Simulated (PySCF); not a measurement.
C₃H₆F₂Si, SMILES C/C=C(\F)[SiH2]F.

Geometry optimised at B3LYP-D3(BJ)/def2-SVP. The structure was generated by enumeration; whether it is a known compound was not checked. The values are those of a single conformer.

Two levels are set side by side: PBE/def2-TZVP (PySCF) and ωB97X/def2-TZVP (PySCF). Same geometry, gas phase. Differences are taken from unrounded values.

```
quantity                     ωB97X
---------------------------  -----
orbital gap (eV)             11.73
highest occupied level (eV)  -9.83
lowest empty level (eV)       1.90
dipole moment (D)             0.84
mean polarisability (bohr³)   61.8
```

Question: What does PBE give, and how far is it from ωB97X? (An estimate is asked for; the answer gives what the named calculation found.)

Answer: 
```tsv
quantity	PBE	PBE minus ωB97X
orbital gap (eV)	5.04	-6.69
highest occupied level (eV)	-6.29	3.54
lowest empty level (eV)	-1.25	-3.15
dipole moment (D)	0.92	0.08
mean polarisability (bohr³)	65.0	3.2
```

PBE's occupied levels lie high since its potential decays too fast outside the molecule; exact exchange lowers them and widens the gap. Loosely held outer electrons make PBE densities more polarisable. Differences between two approximate levels are no errors against the true value.

Rough cost on one machine, each run with all the roots and properties that it gave: ωB97X against PBE within a factor of 2.
